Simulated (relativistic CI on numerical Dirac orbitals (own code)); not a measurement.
Forbidden transitions in Sr11+

These numbers are calculated, not measured: Dirac-Coulomb-Breit CI, KLI orbitals optimised for each configuration, model QED, unscaled Slater integrals (own radial code, finite nucleus).

Configuration list (outside the closed core [Ne]): 3s2 3p6 3d9, 3s2 3p5 3d10, 3s 3p6 3d10, 3s2 3p6 3d8 4s, 3s2 3p6 3d8 4p, 3s2 3p6 3d8 4d, 3s2 3p6 3d7 4s2, 3s2 3p6 3d7 4s 4p, 3s2 3p6 3d8 4f, 3s2 3p6 3d8 5s, 3s2 3p6 3d7 4p2, 3s2 3p6 3d8 5p, 3s2 3p6 3d7 4s 4d, 3s2 3p5 3d9 4s, 3s2 3p6 3d8 5d, 3s2 3p6 3d7 4p 4d. Levels of other configurations are missing.

| λ vac (Å) | Lower | Upper | Type | A (s⁻¹) | E lower (cm⁻¹) | E upper (cm⁻¹) |
| --- | --- | --- | --- | --- | --- | --- |
| 80.230 | 3s2 3p6 3d9 2D_5/2 [1] | 3s2 3p6 3d8 4s 2S_1/2 [20] | E2 | 2.06e+06 | 0 | 1246411 |
| 81.181 | 3s2 3p6 3d9 2D_3/2 [2] | 3s2 3p6 3d8 4s 2S_1/2 [20] | E2 | 2.47e+06 | 14597 | 1246411 |
| 86.019 | 3s2 3p6 3d9 2D_5/2 [1] | 3s2 3p6 3d8 4s 2G_7/2 [18] | E2 | 8.46e+04 | 0 | 1162529 |
| 86.031 | 3s2 3p6 3d9 2D_5/2 [1] | 3s2 3p6 3d8 4s 2G_9/2 [17] | E2 | 2.94e+06 | 0 | 1162375 |
| 86.147 | 3s2 3p6 3d9 2D_5/2 [1] | 3s2 3p6 3d8 4s 2P_1/2 [16] | E2 | 4.13e+06 | 0 | 1160807 |
| 86.234 | 3s2 3p6 3d9 2D_5/2 [1] | 3s2 3p6 3d8 4s 2P_3/2 [15] | E2 | 3.10e+06 | 0 | 1159633 |
| 86.754 | 3s2 3p6 3d9 2D_5/2 [1] | 3s2 3p6 3d8 4s 2D_5/2 [14] | E2 | 7.42e+05 | 0 | 1152683 |
| 87.024 | 3s2 3p6 3d9 2D_5/2 [1] | 3s2 3p6 3d8 4s 4P_3/2 [13] | E2 | 7.86e+05 | 0 | 1149104 |
| 87.082 | 3s2 3p6 3d9 2D_5/2 [1] | 3s2 3p6 3d8 4s 4P_1/2 [12] | E2 | 1.87e+04 | 0 | 1148349 |
| 87.113 | 3s2 3p6 3d9 2D_3/2 [2] | 3s2 3p6 3d8 4s 2G_7/2 [18] | E2 | 2.83e+06 | 14597 | 1162529 |
| 87.244 | 3s2 3p6 3d9 2D_3/2 [2] | 3s2 3p6 3d8 4s 2P_1/2 [16] | E2 | 4.55e+06 | 14597 | 1160807 |
| 87.334 | 3s2 3p6 3d9 2D_3/2 [2] | 3s2 3p6 3d8 4s 2P_3/2 [15] | E2 | 4.17e+06 | 14597 | 1159633 |
| 87.766 | 3s2 3p6 3d9 2D_5/2 [1] | 3s2 3p6 3d8 4s 2D_3/2 [11] | E2 | 2.82e+06 | 0 | 1139398 |
| 87.867 | 3s2 3p6 3d9 2D_3/2 [2] | 3s2 3p6 3d8 4s 2D_5/2 [14] | E2 | 1.13e+06 | 14597 | 1152683 |
| 88.032 | 3s2 3p6 3d9 2D_5/2 [1] | 3s2 3p6 3d8 4s 4P_5/2 [10] | E2 | 7.67e+04 | 0 | 1135948 |
| 88.144 | 3s2 3p6 3d9 2D_3/2 [2] | 3s2 3p6 3d8 4s 4P_3/2 [13] | E2 | 5.77e+04 | 14597 | 1149104 |
| 88.203 | 3s2 3p6 3d9 2D_3/2 [2] | 3s2 3p6 3d8 4s 4P_1/2 [12] | E2 | 4.31e+04 | 14597 | 1148349 |
| 88.905 | 3s2 3p6 3d9 2D_3/2 [2] | 3s2 3p6 3d8 4s 2D_3/2 [11] | E2 | 7.02e+04 | 14597 | 1139398 |
| 89.178 | 3s2 3p6 3d9 2D_3/2 [2] | 3s2 3p6 3d8 4s 4P_5/2 [10] | E2 | 1.37e+06 | 14597 | 1135948 |
| 89.186 | 3s2 3p6 3d9 2D_5/2 [1] | 3s2 3p6 3d8 4s 2F_5/2 [9] | E2 | 2.72e+06 | 0 | 1121249 |
| 89.902 | 3s2 3p6 3d9 2D_5/2 [1] | 3s2 3p6 3d8 4s 4F_3/2 [8] | E2 | 1.63e+05 | 0 | 1112325 |
| 89.914 | 3s2 3p6 3d9 2D_5/2 [1] | 3s2 3p6 3d8 4s 2F_7/2 [7] | E2 | 4.97e+06 | 0 | 1112175 |
| 90.363 | 3s2 3p6 3d9 2D_3/2 [2] | 3s2 3p6 3d8 4s 2F_5/2 [9] | E2 | 3.52e+06 | 14597 | 1121249 |
| 90.940 | 3s2 3p6 3d9 2D_5/2 [1] | 3s2 3p6 3d8 4s 4F_7/2 [4] | E2 | 1.81e+06 | 0 | 1099632 |
| 91.097 | 3s2 3p6 3d9 2D_3/2 [2] | 3s2 3p6 3d8 4s 4F_3/2 [8] | E2 | 9.42e+04 | 14597 | 1112325 |
| 91.110 | 3s2 3p6 3d9 2D_3/2 [2] | 3s2 3p6 3d8 4s 2F_7/2 [7] | E2 | 4.02e+05 | 14597 | 1112175 |
| 91.430 | 3s2 3p6 3d9 2D_3/2 [2] | 3s2 3p6 3d8 4s 4F_5/2 [5] | E2 | 3.91e+05 | 14597 | 1108325 |
| 91.463 | 3s2 3p6 3d9 2D_5/2 [1] | 3s2 3p6 3d8 4s 4F_9/2 [3] | E2 | 1.95e+04 | 0 | 1093338 |
| 92.163 | 3s2 3p6 3d9 2D_3/2 [2] | 3s2 3p6 3d8 4s 4F_7/2 [4] | E2 | 9.06e+04 | 14597 | 1099632 |
| 6850.5 | 3s2 3p6 3d9 2D_5/2 [1] | 3s2 3p6 3d9 2D_3/2 [2] | M1 | 5.03e+01 | 0 | 14597 |

Terms are leading LS components. Brackets give the number of a level in order of energy, since labels repeat. The list gives strong lines, with weight on those to low levels, among the lowest 200 of 2127 levels, so that lines to higher ones, which can be the strongest, are missing. Levels whose partners in the same complex of configurations lie outside the list can be far off, and so can their lines. Rates are taken at the computed energies, electric ones in the length gauge.

At this charge energies of transitions that change n are usually good to better than 1 %, and those within a shell (Δn = 0) to a few per cent.

LS names give the leading component of a level, which can be under half, so a name can repeat, a term be missing and a line seem to break the LS rules.
